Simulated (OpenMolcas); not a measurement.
A ladder of methods for C2H2Cl2Si (SMILES C#C[SiH](Cl)Cl)

C2H2Cl2Si has 7 atoms, charge 0, and is taken as a singlet. SMILES: `C#C[SiH](Cl)Cl`. Geometry: relaxed at PBE0-D4/def2-TZVP.

Each level gives the dipole moment (D). The values are calculated.

| level | kind | program | value (D) |
| --- | --- | --- | --- |
| SVWN5/def2-SVP | LDA | OpenMolcas | 1.69 |
| BLYP/def2-SVP | GGA | OpenMolcas | 1.62 |
| PBE/def2-SVP | GGA | OpenMolcas | 1.71 |
| revPBE/def2-SVP | GGA | OpenMolcas | 1.73 |
| TPSS/def2-SVP | meta-GGA | OpenMolcas | 1.84 |
| BHLYP/def2-SVP | global hybrid | OpenMolcas | 1.95 |
| M06-2X/def2-SVP | hybrid meta-GGA | OpenMolcas | 1.95 |
| PBE0/def2-SVP | global hybrid | OpenMolcas | 1.89 |

The values span 1.62 to 1.95 D. Magnitudes only.
